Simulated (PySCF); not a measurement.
Consider diethylsilane, `CC[SiH2]CC` (C4H12Si). Numbering: `[CH3:1][CH2:2][SiH2:3][CH2:4][CH3:5]`

Level of theory: ωB97X-D3(BJ)/ma-def2-TZVP single points in PySCF, grid level 2; every species was optimised with PBE0-D3(BJ)/ma-def2-SVP. The prefix ma- adds one diffuse s and one diffuse p function on all atoms but H. Thermal corrections: PBE0-D3(BJ)/ma-def2-SVP frequencies, unscaled, ideal gas at 298.15 K and 1 bar, quasi-RRHO entropy.

What are the vertical and the adiabatic ionisation energy for forming the radical cation?

10.27 eV vertical and 9.39 eV adiabatic, the latter with zero-point energy.

Where does the unpaired spin of the relaxed radical cation sit?

C4 (methylene carbon) 0.36, C2 (methylene carbon) 0.36, Si3 (silicon) 0.10 (intrinsic atomic orbital populations).

What oxidation potential follows in DMF (IEF-PCM), given that Fc+/Fc comes at 4.54 V absolute with this functional and basis?

In the gas phase ΔG of oxidation is 9.329 eV, and solvation is -4.9 kJ/mol for the parent and -216.3 kJ/mol for the product, so the absolute potential is 7.14 V, or 2.60 V against Fc+/Fc. Fc+/Fc in DMF, 4.54 V, is ωB97X-D3(BJ)/ma-def2-TZVP on PBE0-D3(BJ)/def2-SVP structures with GFN2-xTB thermal terms. Benchmark calculations put it near 5.0 V in acetonitrile and DMSO, so it is about 0.5 V low, and the value against it can read up to that much too high. The solvent is electrostatics only, on gas-phase structures; the absolute scale refers to an electron at rest in vacuum.

How far is −ε(HOMO) from the vertical value by ΔSCF?

−ε(HOMO) = 10.47 eV, which is 0.20 eV above the ΔSCF value.
